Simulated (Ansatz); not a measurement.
CSe, closed-shell singlet (the spin of the measured ground state), most abundant isotopes (12.0000 and 79.9165 u). Constants from fifth-degree fits in 1/R to seven points on the lowest solution found; no spin–orbit coupling, no relativity up to Kr; ω_e x_e and α_e move by some per cent with the fit.

Correlated levels freeze the inner cores; with def2 sets outer-core shells near the valence are correlated too. CBS: X⁻³ extrapolation of the correlation energy, Hartree–Fock from the larger set.

Programs: Ansatz (Gaussian orbitals). Values without a source in brackets are computed.

| level | r_e (Å) | ω_e (cm⁻¹) | ω_e x_e (cm⁻¹) | α_e (cm⁻¹) |
|---|---|---|---|---|
| PBE/def2-TZVPP | 1.6916 | 1021.7 | 4.37 | 0.00360 |
| CCSD(T)/CBS(def2-TZVPP, def2-QZVPP) | 1.6778 | 1049.1 | 4.88 | 0.00374 |

D_e from total energies of the atoms and the molecule: 6.65 eV at PBE/def2-TZVPP; 6.29 eV at CCSD(T)/CBS(def2-TZVPP, def2-QZVPP).

### Question
Derive the rotational constants, the centrifugal constant, the fundamental, the zero-point energy and the force constant, and test the Morse rule for the well depth.

### Answer

μ = 10.43336 u.
- PBE/def2-TZVPP: B_e = 16.8576/(μ r_e²) = 0.56463 cm⁻¹; B₀ = B_e − α_e/2 = 0.56283 cm⁻¹; D = 4B_e³/ω_e² = 6.90e-07 cm⁻¹; fundamental ω_e − 2ω_e x_e = 1013 cm⁻¹; zero-point energy ω_e/2 − ω_e x_e/4 = 510 cm⁻¹; k = μ(2πcω_e)² = 642 N/m; the line J = 1 ← 0 at 2B₀ = 33.75 GHz; a Morse well would hold ω_e²/(4ω_e x_e) = 7.40 eV against the computed D_e of 6.65 eV
- CCSD(T)/CBS(def2-TZVPP, def2-QZVPP): B_e = 16.8576/(μ r_e²) = 0.57400 cm⁻¹; B₀ = B_e − α_e/2 = 0.57213 cm⁻¹; D = 4B_e³/ω_e² = 6.87e-07 cm⁻¹; fundamental ω_e − 2ω_e x_e = 1039 cm⁻¹; zero-point energy ω_e/2 − ω_e x_e/4 = 523 cm⁻¹; k = μ(2πcω_e)² = 677 N/m; the line J = 1 ← 0 at 2B₀ = 34.30 GHz; a Morse well would hold ω_e²/(4ω_e x_e) = 6.99 eV against the computed D_e of 6.29 eV

Doubts at one or more of the structures used: a restricted determinant that unrestricted orbitals would lower (CCSD(T)/CBS(def2-TZVPP, def2-QZVPP)).

Measured for the ground state: r_e 1.6762 Å [microwave values compiled in ACS Omega 2, 8373 (2017)]; ω_e 1035.4 cm⁻¹ [NIST CCCBDB].

Ansatz is a first-principles code.
